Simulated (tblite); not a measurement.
Species: C3H9NSi.
Atom-mapped SMILES: `[CH3:1][CH2:2]/[CH:3]=[N:4]\[SiH3:5]` (hydrogens: H6, H7, H8 on C1; H9, H10 on C2; H11 on C3; H12, H13, H14 on Si5)

Computed with GFN2-xTB (tblite), gas phase: L-BFGS steps from a force-field or distance-geometry start until the largest atomic force falls under 0.01 eV/Å.

Step 78: E = -426.1578 eV
```
atom  x, y, z in Å  |  force x, y, z in eV/Å
C1     -1.5546   -0.6638    0.1230   -0.023   0.013   0.018
C2     -1.0598    0.6667   -0.4498   -0.022  -0.087   0.030
C3      0.0028    1.2211    0.4568    0.046  -0.060   0.041
N4      1.1720    0.7990    0.5803   -0.021   0.005   0.057
Si5     2.1097   -0.4832   -0.0679   -0.008   0.001   0.029
H6     -2.2571   -1.1320   -0.5589   -0.091  -0.004  -0.031
H7     -2.0446   -0.5017    1.0800   -0.035  -0.005   0.011
H8     -0.7237   -1.3452    0.2784    0.070  -0.007  -0.002
H9     -1.9012    1.3535   -0.5395    0.032   0.087   0.032
H10    -0.6406    0.4995   -1.4430    0.078  -0.036   0.007
H11    -0.2972    2.0409    1.1132   -0.047   0.058  -0.053
H12     2.3344   -1.3743    1.0741   -0.040   0.060  -0.029
H13     1.5304   -1.2680   -1.1661    0.042  -0.034  -0.068
H14     3.3289    0.1873   -0.5029    0.018   0.009  -0.039
```

Step 79: E = -426.1602 eV
```
atom  x, y, z in Å  |  force x, y, z in eV/Å
C1     -1.5620   -0.6623    0.1252   -0.034   0.002  -0.046
C2     -1.0575    0.6631   -0.4510   -0.032  -0.069   0.023
C3      0.0030    1.2186    0.4577    0.034  -0.079   0.043
N4      1.1724    0.7978    0.5824   -0.005   0.012   0.052
Si5     2.1156   -0.4787   -0.0689   -0.032  -0.015  -0.008
H6     -2.2740   -1.1256   -0.5516   -0.067   0.013  -0.033
H7     -2.0454   -0.4993    1.0830   -0.062   0.028   0.075
H8     -0.7377   -1.3508    0.2761    0.107  -0.031  -0.003
H9     -1.8948    1.3553   -0.5467    0.047   0.064   0.020
H10    -0.6325    0.4877   -1.4411    0.056  -0.024   0.025
H11    -0.2999    2.0365    1.1155   -0.045   0.053  -0.056
H12     2.3383   -1.3727    1.0695   -0.032   0.048  -0.010
H13     1.5399   -1.2647   -1.1706    0.052  -0.013  -0.046
H14     3.3340    0.1947   -0.5018    0.013   0.011  -0.036
```

Problem. Estimate the geometry and energy of step 80. (The exact step hangs on the optimiser's Hessian estimate; all steps are aligned on step 79, rigid shifts and turns removed.)

Solution. E = -426.1662 eV, largest force 0.184 eV/Å
```
atom  x, y, z in Å  |  force x, y, z in eV/Å
C1     -1.5920   -0.6569    0.1333   -0.133  -0.004  -0.109
C2     -1.0485    0.6490   -0.4539   -0.053  -0.026   0.008
C3      0.0043    1.2059    0.4636   -0.040  -0.106   0.048
N4      1.1748    0.7920    0.5919    0.076   0.015   0.029
Si5     2.1360   -0.4625   -0.0748   -0.074  -0.056  -0.101
H6     -2.3288   -1.1029   -0.5346    0.038   0.074   0.008
H7     -2.0644   -0.4855    1.0952   -0.038   0.081   0.072
H8     -0.7873   -1.3667    0.2759    0.157  -0.095   0.009
H9     -1.8667    1.3622   -0.5746    0.066   0.001  -0.014
H10    -0.6023    0.4427   -1.4306   -0.009   0.011   0.067
H11    -0.3095    2.0163    1.1260   -0.043   0.040  -0.053
H12     2.3592   -1.3631    1.0531   -0.005   0.005   0.045
H13     1.5755   -1.2537   -1.1872    0.063   0.040   0.011
H14     3.3491    0.2227   -0.5057   -0.004   0.021  -0.020
```

The energy changes by -0.0061 eV. The first-order estimate −F·Δx gives -0.0093 eV and the mean of the old and new forces, exact on a quadratic surface, -0.0061 eV. The step makes an angle of 76° with the force vector and moves no atom by more than 0.062 Å.

What follows is the cost of the whole relaxation. Hardware: one thread, Intel Xeon at 2.50 GHz (x86_64), no GPU, on a shared host. Cost: 1.7 s.
